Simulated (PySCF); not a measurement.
Can point charges reproduce the dipole moment of `C=C[Si@H]1[SiH2][Si@H](P)[SiH2]1`?

Coordinates (GFN2-xTB, Å) and charges (e) from the PBE0/pcSseg-1 density (PySCF):

| atom | x | y | z | Mulliken | IAO | Hirshfeld | ESP-fitted |
| --- | --- | --- | --- | --- | --- | --- | --- |
| C1 | -3.725 | 0.337 | 0.117 | -0.1459 | -0.2777 | -0.0830 | -0.4029 |
| C2 | -2.579 | -0.076 | -0.402 | -0.4442 | -0.3953 | -0.1402 | -0.1462 |
| Si3 | -0.867 | 0.302 | 0.281 | +0.1283 | +0.3437 | +0.1807 | +0.2028 |
| Si4 | 0.513 | -1.624 | 0.453 | +0.1600 | +0.1510 | +0.1404 | -0.0187 |
| Si5 | 2.027 | -0.642 | -1.091 | -0.1378 | +0.1337 | +0.1157 | +0.2215 |
| P6 | 3.994 | -0.187 | -0.106 | -0.1422 | -0.0614 | -0.0205 | -0.3377 |
| Si7 | 0.583 | 1.237 | -1.352 | +0.1598 | +0.1396 | +0.1345 | -0.0138 |
| H8 | -3.751 | 0.947 | 1.006 | +0.1164 | +0.1457 | +0.0449 | +0.1875 |
| H9 | -4.685 | 0.092 | -0.312 | +0.1216 | +0.1528 | +0.0506 | +0.1752 |
| H10 | -2.613 | -0.688 | -1.296 | +0.1330 | +0.1500 | +0.0398 | +0.1231 |
| H11 | -1.108 | 1.100 | 1.498 | -0.0204 | -0.0864 | -0.0722 | -0.0622 |
| H12 | 1.019 | -1.967 | 1.787 | -0.0139 | -0.0764 | -0.0710 | +0.0001 |
| H13 | -0.109 | -2.873 | -0.005 | -0.0097 | -0.0764 | -0.0724 | -0.0349 |
| H14 | 2.475 | -1.399 | -2.276 | +0.0197 | -0.0719 | -0.0745 | -0.0516 |
| H15 | 3.421 | 0.473 | 0.963 | +0.0477 | -0.0107 | -0.0147 | +0.0993 |
| H16 | 4.201 | 0.997 | -0.783 | +0.0608 | -0.0030 | -0.0105 | +0.1274 |
| H17 | 0.027 | 1.423 | -2.699 | -0.0150 | -0.0782 | -0.0743 | -0.0329 |
| H18 | 1.168 | 2.554 | -1.059 | -0.0183 | -0.0792 | -0.0737 | -0.0359 |

Problem. Form Σ q r in debye for every column and set it beside the full dipole.

Solution. The full density gives (-1.44, 0.64, -0.08) D, 1.58 D in size; dipole vectors point from the negative to the positive end.

```csv
scheme,μx,μy,μz,size (D),share of the full size (%),angle to the full dipole (°)
Mulliken,0.03,0.61,0.40,0.73,46,74
IAO,-0.05,-0.02,0.25,0.26,16,85
Hirshfeld,-0.21,-0.07,0.19,0.29,19,58
ESP-fitted,-1.36,0.57,-0.03,1.48,94,2
```

Problem. Which set comes closest?

Solution. Length of the difference vector: ESP-fitted 0.12 D, Hirshfeld 1.45 D, Mulliken 1.55 D, IAO 1.58 D. Closest: ESP-fitted. The schemes that divide the density aren't constrained to reproduce the dipole.

Problem. What is left for the Hirshfeld atoms' own dipoles?

Solution. The Hirshfeld atoms' densities add up to the full density, so μ = Σ q r + Σ (atomic dipoles). The atomic dipoles sum to (-1.44, 0.64, -0.08) − (-0.21, -0.07, 0.19) = (-1.23, 0.71, -0.27) D, 1.45 D in size.

Problem. With the origin at the mean of the coordinates, (0.000, 0.000, -0.293) Å, which are the largest single terms, by size, of the Mulliken dipole along the direction of the full one?

Solution. C2 -4.97, P6 +2.55, H9 +2.52, C1 -2.46, H8 +2.09 D; all 18 atoms together +0.20 D. The single terms depend on the origin, their sum doesn't.

Problem. Give the size of the full dipole in other units.

Solution. 1.58 D = 0.622 au = 0.329 e·Å = 5.27 × 10⁻³⁰ C·m.

Isolated species at its GFN2-xTB geometry (one conformer only).

Conformer computed: `[CH2:1]=[CH:2][Si@H:3]1[SiH2:4][Si@H:5]([PH2:6])[SiH2:7]1`: C1–C2–Si3–Si4 132°, H–P6–Si5–Si4 -50°, H–P6–Si5–Si4 -142°.
